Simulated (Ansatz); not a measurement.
The cluster CdF2⁺, relaxed as a doublet with UKS PBE-D4/def2-TZVP in Ansatz, starting from the GFN1-xTB geometry. Force threshold 0.02 eV/Å.

In the def2 sets Cd takes a core potential; there is no spin–orbit coupling. The structure comes from a short search, and lower isomers may exist.

Start:

```xyz
3

Cd   -0.275   -0.054   -0.549
F     0.842    1.366   -0.209
F    -0.567   -1.312    0.758
```

```json
{"step": "1", "energy (eV)": "-9984.2539", "largest force component (eV/Å)": "2.820", "SCF passes": "35"}
{"step": "2", "energy (eV)": "-9984.7202", "largest force component (eV/Å)": "1.120", "SCF passes": "69"}
{"step": "3", "energy (eV)": "-9984.9636", "largest force component (eV/Å)": "0.507", "SCF passes": "64"}
{"step": "4", "energy (eV)": "-9985.0819", "largest force component (eV/Å)": "0.348", "SCF passes": "58"}
{"step": "5", "energy (eV)": "-9985.1394", "largest force component (eV/Å)": "0.032", "SCF passes": "98"}
{"step": "6", "energy (eV)": "-9985.1397", "largest force component (eV/Å)": "0.001", "SCF passes": "147"}
```

Force components are those of the run's own axes.

End:

```xyz
3

Cd    0.000    0.000   -0.001
F     0.883    1.677   -0.605
F    -0.882   -1.677    0.606
```

By distances, no bond broke or formed. The bond that changes most is Cd1–F3, from 1.84 to 1.99 Å (atoms count from 1).

No frequencies were taken in this run, so the end may be a saddle point.

Run time 19 s (4 threads of Arm Neoverse V2 on a shared host).
